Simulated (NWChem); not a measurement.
System: C2H8OSi; SMILES CCO[SiH3]

```xyz
12

Si     0.0380     1.6444    -0.0016
O      0.4396     0.0300     0.0012
C     -0.5005    -1.0184     0.0008
C      0.2229    -2.3446     0.0013
H     -0.7653     1.9972    -1.2157
H     -0.7682     2.0009     1.2095
H      1.3187     2.4008    -0.0011
H     -1.1589    -0.9456     0.8891
H     -1.1580    -0.9458    -0.8883
H      0.8614    -2.4338     0.8927
H     -0.4941    -3.1795    -0.0007
H      0.8647    -2.4325    -0.8879
```
Atoms are numbered in this order, from 1.

Level: PBE0/def2-SVP (NWChem), optimised geometry, unscaled harmonic frequencies. 

### Question
List the harmonic frequencies with IR intensities, and the thermochemistry.

### Answer
| frequency (cm⁻¹) | IR intensity (km/mol) |
|---|---|
| 51 | 0.9 |
| 126 | 1.4 |
| 167 | 1.0 |
| 271 | 0.6 |
| 377 | 0.8 |
| 712 | 57.9 |
| 720 | 32.4 |
| 783 | 44.2 |
| 814 | 0.0 |
| 934 | 75.4 |
| 951 | 111.4 |
| 978 | 69.9 |
| 990 | 282.1 |
| 1123 | 9.9 |
| 1174 | 5.5 |
| 1188 | 257.7 |
| 1308 | 0.6 |
| 1376 | 1.1 |
| 1427 | 50.2 |
| 1452 | 7.3 |
| 1474 | 2.4 |
| 1501 | 4.9 |
| 2212 | 157.0 |
| 2217 | 88.7 |
| 2274 | 106.3 |
| 3001 | 47.8 |
| 3045 | 39.0 |
| 3064 | 12.7 |
| 3165 | 15.3 |
| 3167 | 15.5 |

```yaml
zero_point_energy: 60.1 kcal/mol
thermal correction to the enthalpy at 298.15 K (with zero-point energy): 64.7 kcal/mol
heat capacity Cv: 20.9 cal/(mol K)
entropy at 298.15 K and 1 atm (symmetry number 1): 78.6 cal/(mol K)
dipole_moment: 1.05 D
```

Rigid rotor and harmonic oscillator; modes under 100 cm⁻¹ make the entropy uncertain.
